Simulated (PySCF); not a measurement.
Job file and geometry (Å, from GFN2-xTB) of an NMR shielding run on SMILES CC(C)/C([SiH3])=C/B(Cl)Cl, C5H11BCl2Si, PySCF, GIAO PBE0/pcSseg-1 NMR shielding, non-relativistic, gas phase; density fitting, a coarse starting grid and PySCF grid level 2 are the driver's defaults:

```
$ OMP_NUM_THREADS=1 python probes_run.py task.json out

{"job": {"kind": "nmr", "xc": "PBE0", "basis": "pcSseg-1"}, "charge": 0, "multiplicity": 1}
C     -1.871503    -0.917164    -0.897551
C     -1.109084     0.236240    -0.247424
C     -1.470011     0.335051     1.239538
C      0.393706     0.160184    -0.348032
Si     1.285222     1.832114    -0.168336
C      1.021809    -1.021536    -0.504754
B      2.529266    -1.278649    -0.586317
Cl     3.699917    -0.012799    -0.538409
Cl     3.115614    -2.898702    -0.737612
H     -2.932844    -0.679478    -0.921501
H     -1.532126    -1.078407    -1.918268
H     -1.750459    -1.840294    -0.335939
H     -1.427502     1.164925    -0.734257
H     -0.980595     1.191317     1.697411
H     -2.545875     0.440981     1.359517
H     -1.147870    -0.564384     1.760234
H      2.117446     1.853487     1.031370
H      1.981769     2.169969    -1.406211
H      0.217183     2.826589     0.016484
H      0.400789    -1.908766    -0.582371
```

**Question.** Write the output of this run.

**Answer.** 
```
coarse grid: 18208 points
cycle   1  E = -1431.0807688677  dE =  9.211e-01  |g| = 4.306e-01  |ddm| = 4.021e+00
cycle   2  E = -1431.0738179965  dE =  6.951e-03  |g| = 4.731e-01  |ddm| = 7.886e-01
cycle   3  E = -1431.1304849936  dE = -5.667e-02  |g| = 5.533e-02  |ddm| = 4.440e-01
cycle   4  E = -1431.1309116708  dE = -4.267e-04  |g| = 3.981e-02  |ddm| = 9.719e-02
cycle   5  E = -1431.1312945314  dE = -3.829e-04  |g| = 1.167e-02  |ddm| = 4.402e-02
cycle   6  E = -1431.1313283938  dE = -3.386e-05  |g| = 1.891e-03  |ddm| = 1.293e-02
cycle   7  E = -1431.1313290761  dE = -6.823e-07  |g| = 6.386e-04  |ddm| = 1.896e-03
final grid: 161760 points
cycle   8  E = -1431.1809162197  dE = -5.883e-05  |g| = 8.625e-03  |ddm| = 4.020e-02
cycle   9  E = -1431.1809087421  dE =  7.478e-06  |g| = 9.770e-03  |ddm| = 1.708e-02
cycle  10  E = -1431.1809338474  dE = -2.511e-05  |g| = 1.544e-03  |ddm| = 1.048e-02
cycle  11  E = -1431.1809343368  dE = -4.894e-07  |g| = 6.356e-04  |ddm| = 2.021e-03
cycle  12  E = -1431.1809344379  dE = -1.010e-07  |g| = 1.072e-04  |ddm| = 6.080e-04
cycle  13  E = -1431.1809344404  dE = -2.513e-09  |g| = 3.677e-05  |ddm| = 1.484e-04
cycle  14  E = -1431.1809344407  dE = -3.488e-10  |g| = 8.775e-06  |ddm| = 4.368e-05
converged SCF energy = -1431.1809344407

GIAO shielding tensors (ppm)
atom      isotropic    diamagn.    paramagn.     s11        s22        s33       span
  0 C      164.880     248.259     -83.379    151.466    157.894    185.282     33.817
  1 C      141.777     246.982    -105.205    131.618    137.143    156.571     24.953
  2 C      161.094     249.189     -88.095    144.626    155.109    183.547     38.921
  3 C      -11.987     261.396    -273.383   -123.504    -73.382    160.924    284.428
  4 Si     419.007     880.984    -461.976    367.539    429.241    460.242     92.703
  5 C       42.329     255.950    -213.621    -65.389     33.866    158.510    223.899
  6 B       48.565     191.783    -143.218     21.067     40.530     84.099     63.031
  7 Cl     683.775    1148.092    -464.317    468.738    670.455    912.133    443.396
  8 Cl     690.146    1146.259    -456.113    434.602    763.983    871.853    437.251
  9 H       30.432      29.500       0.932     25.950     28.230     37.116     11.165
 10 H       30.523      30.786      -0.263     26.380     28.401     36.789     10.408
 11 H       30.407      31.525      -1.118     26.853     29.173     35.195      8.342
 12 H       28.937      33.343      -4.406     24.231     29.208     33.371      9.140
 13 H       30.262      31.387      -1.124     25.489     29.838     35.459      9.971
 14 H       30.381      30.339       0.042     26.127     27.576     37.441     11.314
 15 H       31.234      31.732      -0.498     27.862     30.038     35.801      7.939
 16 H       26.948      29.728      -2.779     22.795     27.377     30.673      7.878
 17 H       26.964      29.621      -2.657     22.586     27.387     30.920      8.334
 18 H       27.720      30.340      -2.621     23.790     27.686     31.683      7.893
 19 H       24.595      34.467      -9.872     19.941     21.530     32.314     12.373
```

Size and cost of the density-fitted run: 229 basis functions, 120 s wall time on 1 thread of an Arm Neoverse N1, shared host; peak memory 1 GiB.
